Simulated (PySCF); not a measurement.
Gas-phase reaction: CH3GeH3 + 6 CH3 → Ge(CH3)4 + 3 CH4

Method: PySCF energies plus ideal-gas RRHO corrections (1 bar). † marks an energy on the PBE0/def2-TZVP geometry and frequencies; other levels use their own. MP2 freezes the core. 6-31G* has spherical d functions here. Open shells (unrestricted): CH3 (multiplicity 2); the rest are closed-shell singlets. B3LYP is the form with VWN-RPA correlation. Ge: all electrons, no relativistic terms. MP2 isn't extrapolated to the basis-set limit; its ΔH°(298 K) is -1248.7 kJ in def2-SVP and -1293.8 kJ in def2-TZVPP. The harmonic model lacks anharmonicity and excited electronic states, which grow with temperature; levels with a mode under 35 cm⁻¹ are left out. Internal rotation in CH3GeH3, Ge(CH3)4 is treated as a harmonic vibration of one conformer, which makes the entropy rough.

| level | ΔE electronic, kJ | ΔH°(298 K), kJ | ΔS°(298 K), J/K | ΔG°(1200 K), kJ |
|---|---|---|---|---|
| B3LYP/6-31G* | -1295 | -1198 | -505 | -572 |
| B3LYP/def2-TZVP† | -1254 | -1162 | -501 | -545 |
| BLYP/def2-TZVP† | -1240 | -1148 | -501 | -530 |
| HF/def2-TZVP† | -909 | -817 | -501 | -199 |
| M06-2X/def2-TZVP† | -1360 | -1268 | -501 | -650 |
| MP2/def2-SVP† | -1341 | -1249 | -501 | -631 |
| MP2/def2-TZVPP† | -1386 | -1294 | -501 | -676 |
| PBE/def2-SVP | -1350 | -1260 | -503 | -640 |
| PBE0/def2-TZVP | -1302 | -1210 | -501 | -592 |
| r2SCAN/def2-TZVP† | -1237 | -1145 | -501 | -527 |
| LDA/def2-TZVP† | -1555 | -1463 | -501 | -846 |
ΔH° is lowest at LDA/def2-TZVP† and highest at HF/def2-TZVP†. No reference value is set beside these.
